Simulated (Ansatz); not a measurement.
Cost and result for the atomization energy of C$_{3}$H$_{4}$FInO, SMILES `C#C[O][In]([CH3])[F]` (10 atoms, 9 bonds).

Cartesian coordinates in Å:
```
C 1.4864 3.0958 -0.5222
C 1.2806 1.9455 -0.2341
O 1.1029 0.7188 0.0849
In -0.6220 -0.3192 -0.0801
C -0.7183 -2.3470 0.5107
F -1.9810 0.8479 -0.8140
H 1.6651 4.1106 -0.7773
H -1.3504 -2.4254 1.3944
H -1.1511 -2.9326 -0.2989
H 0.2878 -2.6944 0.7367
```

Total charge 0; spin multiplicity 1. Correlated methods include outer-core shells of In, which these sets cover unevenly. In takes the def2 core potential. The geometry is a stationary point of PBE0-D4/def2-TZVP. It is one conformer, not always the lowest. Program: Ansatz. All runs use 4 threads of an Arm Neoverse V1 on a shared host. Times are those of one run each, without the atoms' runs, and a repeat can differ threefold. Electronic energies, without spin–orbit coupling; frozen cores. CCSD(T)/CBS adds CCSD(T) − MP2 in def2-TZVPP to the MP2 limit, and its time is that of the two runs behind it. T1 = 0.016. With those shells the extrapolation isn't a true limit.

CCSD(T)/CBS is a level of theory with its own doubt, some kJ/mol a heavy atom from the limit and from the frozen cores, so smaller differences don't rank the functionals.

| level | functions | wall time | atomization (kcal/mol) | difference from CCSD(T)/CBS | per bond |
| --- | --- | --- | --- | --- | --- |
| LDA (SPW92)/def2-TZVPP | 261 | 1.6 s | 1077.6 | 153.8 | 17.1 |
| BLYP-D4/def2-TZVPP | 261 | 3 s | 923.6 | -0.2 | 0.0 |
| PBE0-D4/def2-TZVPP | 261 | 3.8 s | 922.6 | -1.2 | -0.1 |
| BHLYP-D4/def2-TZVPP | 261 | 4.1 s | 876.5 | -47.3 | -5.3 |
| CAM-B3LYP-D4/def2-TZVPP | 261 | 4.5 s | 922.9 | -0.9 | -0.1 |
| r2SCAN-D4/def2-TZVPP (with forces) | 261 | 6.5 s | 925.4 | 1.6 | 0.2 |
| B2PLYP/def2-TZVPP | 261 | 8 s | 911.7 | -12.1 | -1.3 |
| B97M-V/def2-TZVPP | 261 | 12 s | 921.4 | -2.4 | -0.3 |
| ωB97M-V/def2-TZVPP (with forces) | 261 | 15 s | 922.3 | -1.5 | -0.2 |
| CCSD(T)/def2-SVP | 116 | 17 s | 869.7 | -54.1 | -6.0 |
| MP2/def2-QZVPP | 487 | 26 s | 942.4 | 18.6 | 2.1 |
| CCSD(T)/def2-TZVPP | 261 | 7.7 min | 895.7 | -28.1 | -3.1 |
| CCSD(T)/CBS(def2) | – | 8.1 min | 923.8 | 0.0 | 0.0 |

From BLYP to BHLYP (50 % exact exchange), in def2-TZVPP and without D4, the atomization energy moves by −43.6 kcal/mol: exact exchange takes away binding that semilocal exchange gives to molecules. In def2-TZVPP, CCSD(T) changes the Hartree–Fock value by +256.2 kcal/mol (the triples alone add +19.8 kcal/mol) and MP2 by +286.0 kcal/mol; breaking electron pairs costs correlation energy, which Hartree–Fock lacks. At CCSD(T), def2-SVP lies −54.1 kcal/mol from the extrapolated value and def2-TZVPP −28.1 kcal/mol: correlation converges slowly with the basis, and small sets miss more of it in the bonded molecule than in its fragments.

Spin–orbit coupling would lower the free In atoms strongly, and the atomization energy with them, by more than many differences here.
